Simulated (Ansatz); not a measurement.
## Ansatz (development build ahead of 0.2.0) run

```yaml
crystal:
  periodic: [false, false, false]
  atoms:
    - { symbol: Be, position_ang: [0.0, 0.0, 0.0] }
    - { symbol: O, position_ang: [0.0, 0.0, 1.26445] }
basis:
  gaussian: { orbitals: def2-SVP }
total_charge: 1
magnetization:
  initial_magnetization: 1
hamiltonian:
  xc: hf
correlation:
  method: ccsd_t
  frozen_orbitals: { Be: 0, O: 1 }
scf:
  omitted_lower_state_checks: [stability, starts, atomic_configurations, cluster_reference, orbital_swaps, given_window_search, neighbouring_geometries, increment]
```

The input is written out in the form of the current development build from the run's settings. Correlation on restricted open-shell orbitals is semicanonical, with singles.

The run gave:

```
Converged          : yes
Reference energy   : -89.00442 hartree
Correlation energy : -0.17056 hartree
Total energy       : -89.17498 hartree
```
